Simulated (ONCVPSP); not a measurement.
## Ti (Z = 22), ONCV: configuration errors across variants

titanium (Ti), optimised norm-conserving Vanderbilt (ONCV), made with ONCVPSP 4.0.1 (PBE, scalar-relativistic). Core [Ne], reference 3s2 3p6 3d3 4s1. Waves: 3s+4s: rc 1.90 bohr, ncon 5, nbas 9, qcut 6 1/bohr, 2 projectors; 3p: rc 1.70 bohr, ncon 5, nbas 8, qcut 8.9 1/bohr, 3 projectors, debl 1.6 Ha; 3d: rc 2.00 bohr, ncon 4, nbas 9, qcut 6.3 1/bohr, 2 projectors, debl 3.4 Ha. Local part: polynomial inside 1.35 bohr (lpopt 4, dvloc0 2 Ha). Core correction: Teter function, fcfact 4.25, rcfact 1.7.

All-electron excitation energies from the reference (eV): (1) 3s2 3p6 3d2 4s2 -1.106; (2) 3s2 3p6 3d2 4s1 6.242; (3) 3s2 3p6 3d2.5 4s1.5 -0.753.

Errors AE − PS in meV (a dash: test not solved or not reliable):

```csv
change,(1),(2),(3),bound ghosts,GHOST(+) flags above zero
base,+39,+26,+7.1,none,none
"local potential polynomial inside 1.40 bohr (lpopt 5, dvloc0 0 Ha)",+39,+27,+7.2,none,none
"core correction Teter function, fcfact 5.25, rcfact 1.7",+39,+26,+7.1,none,none
d: debl 0.95,+40,+28,+7.4,none,none
s: qcut 3.6,+38,+26,+7.0,none,none
"core correction Teter function, fcfact 5.3, rcfact 1.7",+39,+26,+7.1,none,none
"all radii but the core radius scaled by about 1.05 (s 2.00, p 1.80, d 2.10 bohr); local potential polynomial inside 1.42 bohr (lpopt 4, dvloc0 2 Ha)",+45,+31,+8.3,none,none
"p: ncon 3, nbas 6",+39,+26,+7.1,none,none
s: qcut 6.4,+39,+27,+7.2,none,none
p: nproj 2,+39,+26,+7.1,none,none
```

Task: Give the same row for: d: rc 2.24.

Result: +56, +38, +10; bound ghosts: none; GHOST(+) flags above zero: none.
